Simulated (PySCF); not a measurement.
C3HCl2F, SMILES FC=C=C(Cl)Cl. Atoms are numbered in the order given.

```xyz
7

F     -3.0793    -0.4840     0.0000
C     -2.1588     0.4715     0.0000
C     -0.8715     0.2367     0.0000
C      0.4240     0.0689     0.0000
Cl     1.3513    -0.0525    -1.4516
Cl     1.3513    -0.0525     1.4516
H     -2.5918     1.4786     0.0000
```
Charge 0, spin multiplicity 1.

Geometry: PBE0-D3(BJ)/def2-SVP.

Calculation: PBE/pcSseg-1 run with PySCF.

GIAO shieldings, no solvent; atoms alike by connectivity are averaged. δ = σ(ref) − σ: ¹⁹F against CFCl3 (σ = 133.6 ppm); ¹³C against TMS (σ = 182.0 ppm); ³⁵Cl against HCl (σ = 936.5 ppm); ¹H against TMS (σ = 31.49 ppm), references at their B3LYP-D3(BJ)/def2-TZVP geometries, non-relativistic (without spin–orbit terms, shifts of atoms bonded to Cl or Br come out too high).

| atoms | nucleus | count | δ (ppm) |
|---|---|---|---|
| F1 | ¹⁹F | 1 | -136.7 |
| C3 | ¹³C | 1 | [?] |
| C2 | ¹³C | 1 | [?] |
| C4 | ¹³C | 1 | 125.6 |
| Cl5, Cl6 | ³⁵Cl | 2 | 410.0 |
| H7 | ¹H | 1 | [?] |

Question: Fill in the missing entries. (An estimate is asked for; the answer gives what the named calculation found.)

Answer: 
- C3, δ (ppm): 200.8
- C2, δ (ppm): 137.9
- H7, δ (ppm): 7.61
